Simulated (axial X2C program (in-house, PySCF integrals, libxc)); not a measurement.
# Spin–orbit effects down a group: molecules with O (ions), PBE0

All values come from calculations with an axial X2C code built on PySCF integrals, spin-free (one-electron X2C) or two-component (2c: spin–orbit coupling with atomic mean-field Coulomb and Gaunt terms, which also bring small scalar terms), in Dyall basis sets with cores contracted in-house; open shells are unrestricted.

Basis sets: Cr dyall-cv3z, Mo dyall-cv3z, O dyall-av3z, W dyall-cv3z.

```csv
molecule,spin-free state,Re (Å),ωe (cm⁻¹),De (eV),2c state,Re 2c (Å),ωe 2c (cm⁻¹),De 2c (eV)
CrO⁺,"M_S = 3/2, Λ = 0",1.579,765.8,2.99,Ω = 3/2,1.580,764.3,2.98
MoO⁺,"M_S = 3/2, Λ = 0",1.613,1075.8,4.68,Ω = 3/2,1.613,1075.0,4.68
WO⁺,"M_S = 3/2, Λ = 0",1.629,1145.8,7.05,Ω = 3/2,1.629,1142.1,n/a
```

(1) Work out the shifts from the spin-free to the two-component result.

Fragments in 2c: Cr+ + O, Mo+ + O, W+ + O. Each entry is the lowest single determinant of a limited PBE0 search at one distance. De goes to single-determinant-based atoms at the same level (for ions the charge split of lowest energy) and is withheld (n/a) where an atom does not fit its ground term or J level. Main or longest-lived isotopes. One determinant is a doubtful description, or other states lie close, for CrO⁺, MoO⁺, WO⁺; these need not be ground states, and all values refer to the states named. With several unpaired electrons the Ω given is that of one determinant, not necessarily of the lowest component. Some light 2c atoms are not at their ground J level, so De misses part of their lowering (0.04 eV or less). The functionals have no current term, which raises determinants with orbital currents.

## Answers

(1) 

```csv
molecule,2c state,ΔRe (Å),Δωe (cm⁻¹),ΔDe (eV)
CrO⁺,Ω = 3/2,0.001,-1.5,-0.01
MoO⁺,Ω = 3/2,0.000,-0.8,0.00
WO⁺,Ω = 3/2,0.000,-3.7,n/a
```

Shifts of one unit in the last digit are rounding.
